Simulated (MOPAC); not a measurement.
A run for MOPAC: PM3 on CH4GeO (SMILES [CH3][Ge][OH]), a point of a torsion scan.

```
PM3 1SCF PRECISE CHARGE=0 THREADS=1
CH4GeO

C     -0.89673114 1    -0.07446907 1     0.01789583 1
Ge     0.63315324 1     1.30417010 1    -0.03242890 1
O      1.19118823 1     1.01866548 1    -1.68442296 1
H     -0.62200668 1    -1.00290355 1    -0.48425013 1
H     -1.76904590 1     0.33428262 1    -0.49648640 1
H     -1.20362564 1    -0.31719120 1     1.03358851 1
H      0.81172615 1     0.38090788 1    -2.28658111 1
```

It printed:

```
*******************************************************************************
 **                                                                           **
 **                              MOPAC v23.2.5                                **
 **                                                                           **
 *******************************************************************************
 ** MOPAC's Digital Object Identifier: https://doi.org/10.5281/zenodo.6511958 **
 **                                                                           **
 ** Please cite the open-source release paper for use of this MOPAC version:  **
 ** J. E. Moussa and J. J. P. Stewart (2026)                                  **
 ** MOPAC: An open-source semiempirical molecular orbital program             **
 ** J. Open Source Softw., 11(119), 8025, https://doi.org/10.21105/joss.08025 **
 *******************************************************************************

                              PM3 CALCULATION RESULTS

 *******************************************************************************
 *  PM3        - The PM3 Hamiltonian to be used
 *
 *
 *
 *                 CHARGE ON SYSTEM = 0
 *
 *
 *
 *  PRECISE    - TIGHTER CRITERIA TO BE USED
 *  1SCF       - DO 1 SCF AND THEN STOP
 *  THREADS=1  - MULTI-THREADING NOT USED
 *  T=         - A TIME OF 172800.0 SECONDS REQUESTED
 *  DUMP=N     - RESTART FILE WRITTEN EVERY 7200.0 SECONDS REQUESTED
 *******************************************************************************
PM3 1SCF PRECISE CHARGE=0 THREADS=1
 CH4GeO

   ATOM   CHEMICAL          X               Y               Z
  NUMBER   SYMBOL      (ANGSTROMS)     (ANGSTROMS)     (ANGSTROMS)

     1       C         -0.89673114  *  -0.07446907  *   0.01789583  *
     2      Ge          0.63315324  *   1.30417010  *  -0.03242890  *
     3       O          1.19118823  *   1.01866548  *  -1.68442296  *
     4       H         -0.62200668  *  -1.00290355  *  -0.48425013  *
     5       H         -1.76904590  *   0.33428262  *  -0.49648640  *
     6       H         -1.20362564  *  -0.31719120  *   1.03358851  *
     7       H          0.81172615  *   0.38090788  *  -2.28658111  *



          CARTESIAN COORDINATES

    NO.       ATOM           X           Y           Z

     1         C         -0.8967     -0.0745      0.0179
     2        Ge          0.6332      1.3042     -0.0324
     3         O          1.1912      1.0187     -1.6844
     4         H         -0.6220     -1.0029     -0.4843
     5         H         -1.7690      0.3343     -0.4965
     6         H         -1.2036     -0.3172      1.0336
     7         H          0.8117      0.3809     -2.2866

  H: (PM3): J. J. P. STEWART, J. COMP. CHEM. 10, 209 (1989).
  C: (PM3): J. J. P. STEWART, J. COMP. CHEM. 10, 209 (1989).
  O: (PM3): J. J. P. STEWART, J. COMP. CHEM. 10, 209 (1989).
 Ge: (PM3): J. J. P. STEWART, J. COMP. CHEM. 12, 320-341 (1991).

           Empirical Formula: C H4 O Ge  =     7 atoms



      MOLECULAR POINT GROUP   :   C1


      RHF CALCULATION, NO. OF DOUBLY OCCUPIED LEVELS = 9


 -------------------------------------------------------------------------------
 PM3 1SCF PRECISE CHARGE=0 THREADS=1
 CH4GeO



     1SCF WAS SPECIFIED, SO BFGS WAS NOT USED
     SCF FIELD WAS ACHIEVED


                              PM3 CALCULATION
                                                       MOPAC v23.2.5 Linux




          FINAL HEAT OF FORMATION =        -45.00917 KCAL/MOL =    -188.31836 KJ/MOL


          COSMO AREA              =        104.77 SQUARE ANGSTROMS
          COSMO VOLUME            =         92.82 CUBIC ANGSTROMS

          IONIZATION POTENTIAL    =          9.039895 EV
          HOMO LUMO ENERGIES (EV) =         -9.040 -0.340
          NO. OF FILLED LEVELS    =          9
          MOLECULAR WEIGHT        =        104.6320         POINT GROUP:  C1

          MOLECULAR DIMENSIONS (Angstroms)

            Atom       Atom       Distance
            H     7    H     6     3.94620
           Ge     2    H     4     2.57965
            H     5    H     4     1.57019


          SCF CALCULATIONS        =          1





   ATOM   CHEMICAL          X               Y               Z
  NUMBER   SYMBOL      (ANGSTROMS)     (ANGSTROMS)     (ANGSTROMS)

     1       C         -0.89673114  *  -0.07446907  *   0.01789583  *
     2      Ge          0.63315324  *   1.30417010  *  -0.03242890  *
     3       O          1.19118823  *   1.01866548  *  -1.68442296  *
     4       H         -0.62200668  *  -1.00290355  *  -0.48425013  *
     5       H         -1.76904590  *   0.33428262  *  -0.49648640  *
     6       H         -1.20362564  *  -0.31719120  *   1.03358851  *
     7       H          0.81172615  *   0.38090788  *  -2.28658111  *

                             CARTESIAN COORDINATES

   1    C       -0.896731140    -0.074469070     0.017895830
   2   Ge        0.633153240     1.304170100    -0.032428900
   3    O        1.191188230     1.018665480    -1.684422960
   4    H       -0.622006680    -1.002903550    -0.484250130
   5    H       -1.769045900     0.334282620    -0.496486400
   6    H       -1.203625640    -0.317191200     1.033588510
   7    H        0.811726150     0.380907880    -2.286581110


           Empirical Formula: C H4 O Ge  =     7 atoms



      MOLECULAR POINT GROUP   :   C1


                  EIGENVALUES
 -35.10707 -27.98405 -16.92088 -14.04307 -13.32915 -13.25067 -11.70560 -10.90396
  -9.03990  -0.33970   1.47360   2.22412   4.82509   4.87484   4.99899   5.67339


              NET ATOMIC CHARGES AND DIPOLE CONTRIBUTIONS

  ATOM NO.   TYPE          CHARGE      No. of ELECS.   s-Pop       p-Pop
    1          C          -0.472527        4.4725     1.22138     3.25114
    2         Ge           0.723086        3.2769     1.76638     1.51053
    3          O          -0.578682        6.5787     1.76831     4.81037
    4          H           0.039791        0.9602     0.96021
    5          H           0.041924        0.9581     0.95808
    6          H           0.050171        0.9498     0.94983
    7          H           0.196238        0.8038     0.80376
 DIPOLE           X         Y         Z       TOTAL
 POINT-CHG.     0.923     2.025     2.430     3.295
 HYBRID        -1.807    -2.728    -2.296     3.997
 SUM           -0.884    -0.703     0.134     1.137


          ATOMIC ORBITAL ELECTRON POPULATIONS

     Atom    s        px        py        pz
    1  C   1.22138   1.13360   1.09505   1.02250
    2 Ge   1.76638   0.44309   0.53260   0.53484
    3  O   1.76831   1.74358   1.60547   1.46133
    4  H   0.96021
    5  H   0.95808
    6  H   0.94983
    7  H   0.80376

 **********************
 *                    *
 * JOB ENDED NORMALLY *
 *                    *
 **********************




 == MOPAC DONE ==
```

The run finished.

Cost: very roughly 0.010 core-seconds.
